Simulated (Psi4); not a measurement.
F3OTa, charge -1, doublet, geometry from GFN2-xTB (such geometries of metal compounds can be far from the true shape) (the multiplicity is a formal guess) (core potentials on Ta) (a gas-phase anion, which may not be bound at this level). Base run: PBE/def2-SV(P) (Psi4 1.11).

The Psi4 input:
```
memory 2 GB

molecule mol {
-1 2
Ta    0.079342    0.056098   -0.013634
O     1.352121    0.835253   -0.879220
F     0.951084   -1.481904    0.778636
F    -1.569071   -1.181176   -0.114988
F    -1.227454    1.465617    0.228467
}

set {
  basis def2-sv(p)
  reference uks
}

energy('pbe')
print_variables()
```

The base run was repeated with changes; each row names its change, and settings that it needs were set with it.

| change | ΔE vs base (mEh) | SCF cycles | grid points | basis functions | outcome |
|---|---|---|---|---|---|
| base | 0.000 | 12 | 109530 | 81 | converged |
| puream = true | 0.000 | 12 | 109530 | 81 | converged |
| guess = sap | 0.000 | 14 | 109530 | 81 | converged |
| dft_radial_points = 99 | 0.000 | 12 | 144544 | 81 | converged |
| scf_type = mem_df | 0.000 | 12 | 109530 | 81 | converged |
| scf_type = pk | 0.075 | 12 | 109530 | 81 | converged |
| df_basis_scf = def2-universal-jkfit | 0.000 | 12 | 109530 | 81 | converged |
| dft_spherical_points = 110 | -0.708 | 12 | 39915 | 81 | converged |
| cholesky_tolerance = 1e-6 (with scf_type cd) | 0.050 | 12 | 109530 | 81 | converged |
| scf_type = cd | -1.433 | 12 | 109530 | 81 | converged |
| guess = sadno | 0.000 | 14 | 109530 | 81 | converged |
| dft_spherical_points = 194 | -0.156 | 12 | 70418 | 81 | converged |
| df_basis_scf = cc-pvqz-jkfit | - | - | - | 81 | input refused |

Open shells are given as the SCF converged; they aren't shown to be the lowest states, and a large step between rows can be another state.

A gas-phase anion may not be bound at this level; its values then depend on the basis.

- df_basis_scf = cc-pvqz-jkfit: ended with `psi4.driver.qcdb.exceptions.BasisSetNotFound: BasisSet::construct: Unable to find a basis set for atom 1 for key JKFIT among:`
